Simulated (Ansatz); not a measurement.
Gas-phase electronic energies from Ansatz, PBE0-D4/def2-TZVP geometries. CBS: MP2 limit from def2 TZ/QZ plus the TZ coupled-cluster correction, frozen cores. Functionals use def2-TZVPP. B3LYP here is the variant with VWN-RPA as its local correlation; programs differ in this. HSE06 is defined as in plane-wave codes. Elements past krypton have def2 core potentials. For Ga, Sn outer-core shells are correlated without core-valence functions, which leaves a few kJ/mol of doubt a bond. Scalar relativity is left out up to krypton. Each species was taken in one conformer, which may not be the lowest.

Consider the substitution at a C–N bond: `CC[N](C)[SnH]([F])[Cl]` + `[OH][Ga]([F])[Cl]` → `CC[O][Ga]([F])[Cl]` + `C[NH][SnH]([F])[Cl]`.

| level | ΔE (kJ/mol) | difference from CCSD(T)/CBS |
| --- | --- | --- |
| LDA (SPW92) | 33.4 | 2.3 |
| PBE-D4 | 25.9 | -5.2 |
| BLYP-D4 | 20.8 | -10.3 |
| B3LYP-D4 | 21.3 | -9.8 |
| HSE06-D4 | 26.5 | -4.6 |
| PBE | 20.7 | -10.4 |
| revPBE | 15.2 | -15.9 |
| B3LYP | 13.2 | -17.9 |
| r2SCAN0 | 24.1 | -7.0 |
| CAM-B3LYP | 15.6 | -15.5 |
| LC-ωPBE | 21.1 | -10.0 |
| HF/def2-SVP | 7.3 | -23.8 |
| HF/def2-TZVPP | 7.0 | -24.1 |
| MP2/def2-QZVPP | 37.2 | 6.1 |
| HF/CBS(def2) | 7.3 | -23.8 |
| MP2/CBS(def2) | 38.4 | 7.3 |
| CCSD(T)/CBS | 31.1 | 0 |

Largest T1 diagnostic among the species: 0.014.

At CCSD(T), def2-SVP lies −5.1 kJ/mol from the extrapolated value and def2-TZVPP −3.0 kJ/mol. From BLYP to BHLYP (50 % exact exchange), in def2-TZVPP and without D4, ΔE moves by +4.0 kJ/mol.
